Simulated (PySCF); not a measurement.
CH₇BN₂O, SMILES CNB(N)O. Geometry: PBE0-D3(BJ)/def2-SVP. The structure was generated by enumeration, and PubChem lists no compound with its InChIKey, so it may never have been made. One conformer was computed; it need not be the lowest.

Computed equilibrium geometry at PBE0-D3(BJ)/def2-SVP (PySCF confirms it by a frequency run) as bond lengths and angles (one conformer of several):
Atoms: C1 N2 B3 N4 O5 H6 H7 H8 H9 H10 H11 H12. Bond lengths (Å): C1–N2 1.436, C1–H6 1.103, C1–H7 1.101, C1–H8 1.109, N2–B3 1.429, N2–H9 1.011, B3–N4 1.419, B3–O5 1.382, N4–H10 1.009, N4–H11 1.008, O5–H12 0.959. Angles (°): N2–C1–H6 111.6, N2–C1–H7 109.8, N2–C1–H8 114.1, H6–C1–H7 106.4, H6–C1–H8 107.1, H7–C1–H8 107.3, C1–N2–B3 125.5, C1–N2–H9 114.6, B3–N2–H9 119.0, N2–B3–N4 121.7, N2–B3–O5 121.3, N4–B3–O5 117.0, B3–N4–H10 120.3, B3–N4–H11 124.0, H10–N4–H11 114.3, B3–O5–H12 112.6.
